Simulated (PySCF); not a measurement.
## Assigning NMR signals

Cartesian coordinates in Å; atom numbers follow the order of the lines, from 1:
```xyz
18

F     3.645   -0.405    0.063
C     2.461   -1.083    0.183
C     1.276   -0.172    0.027
C     1.422    1.188   -0.209
C     0.306    1.996   -0.347
C    -0.961    1.452   -0.251
C    -1.148    0.094   -0.015
Si   -2.860   -0.695    0.125
C    -0.011   -0.689    0.118
Cl   -0.222   -2.383    0.412
H     2.458   -1.862   -0.590
H     2.461   -1.557    1.172
H     2.414    1.605   -0.282
H     0.430    3.053   -0.530
H    -1.829    2.086   -0.358
H    -3.838    0.379   -0.057
H    -3.004   -1.293    1.452
H    -3.010   -1.703   -0.923
```

- shielding tensors at PBE0/pcSseg-1 (GIAO)
- structure optimised with GFN2-xTB
- run in PySCF 2.14
- one computed conformer, no relativistic terms, in vacuum, rapidly exchanging positions averaged

Shifts are taken against calculated references (same method and geometry level): 13C (σ = 186.93 ppm), 1H (σ = 31.72 ppm) against TMS.

**Question.** Assign these signals to the numbered atoms. 13C{1H} NMR (computed): δ 146.6 (C), 141.7 (C), 141.1 (CH), 137.9 (C), 132.7 (CH), 132.0 (CH), 85.6 (CH2).

**Answer.** 
146.6 → C9, aromatic carbon bearing chlorine
141.7 → C3, substituted aromatic carbon
141.1 → C6, aromatic CH
137.9 → C7, substituted aromatic carbon
132.7 → C4, aromatic CH: the aromatic region
132.0 → C5, aromatic CH
85.6 → C2, sp3 CH2 bonded to F, on an aromatic ring: pulled downfield by the heteroatom

C3 and C6; C4 and C5 lie closer than the usual error of such a calculation, so a measured spectrum could show them in the other order.

**Question.** Assign these signals to the numbered atoms. 1H NMR (500 MHz, computed): δ 7.96 (m, 1H), 7.84 (d, 1H), 7.64 (m, 1H), 5.92 (m, 2H), 4.57 (s, 3H).

**Answer.** 
| δ (ppm) | atoms | environment | reason |
| --- | --- | --- | --- |
| 7.96 | H13 | hydrogen on an aromatic CH | ring-current deshielding |
| 7.84 | H15 | hydrogen on an aromatic CH | – |
| 7.64 | H14 | hydrogen on an aromatic CH | – |
| 5.92 | H11/H12 | hydrogen on an sp3 CH2 bonded to F, on an aromatic ring | its carbon carries F, an electronegative neighbour |
| 4.57 | H16/H17/H18 | hydrogen on a silicon bonded to C | – |

Carbons that carry Cl, above all several Cl atoms, come out too deshielded, partly because spin–orbit coupling is missing. Splittings by 19F in the carbon and heteronuclear signals aren't shown, as no couplings were computed. Shifts are as computed. Against solution values, carbons near 30 ppm lie about +3 ppm off and those near 130 ppm about +5 ppm; carbons on Cl a further +6 ppm. Of 1309 compounds with measured shifts, 239 miss one by over three times the rms of a fit or turn the order of signals round; such compounds aren't used in these exercises. Multiplicities follow the n + 1 count of equivalent neighbours, as no J values were calculated; m marks all less simple cases, F and P coupling included.
